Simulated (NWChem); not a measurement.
System: MoNHSCl$_{2}$; SMILES [Mo]([Cl])(=[NH])([Cl])=[S]

NWChem input:

```
start job
memory heap 200 mb stack 900 mb global 1100 mb
geometry units angstroms
  Mo     0.142574    -0.118323    -0.154790
  N      1.131192    -0.936275    -1.314217
  H      1.751112    -1.452008    -1.924845
  S      0.758052    -0.695461     1.827546
  Cl    -1.939754    -0.668512    -0.363999
  Cl     0.371604     2.028865    -0.296081
end
basis spherical
  * library def2-svp
end
ecp
  Mo library def2-ecp
end
dft
  xc pbe0
  iterations 150
end
driver
  maxiter 120
end
task dft optimize
```

No frequency run checked for a minimum. def2 effective core potentials on Mo; no spin-orbit coupling.

The level has its own optimisation.

Question: Predict the main results of this run. (PBE0/def2-SVP with def2 effective core potentials on Mo.) Quantities: r Mo–N (Å); r Mo–S (Å); r Cl–Mo (Å); r H–N (Å); dipole (D).

Answer: 
```yaml
r Mo–N (Å): 1.700
r Mo–S (Å): 2.099
r Cl–Mo (Å): 2.265
r H–N (Å): 1.020
dipole (D): 2.11
```
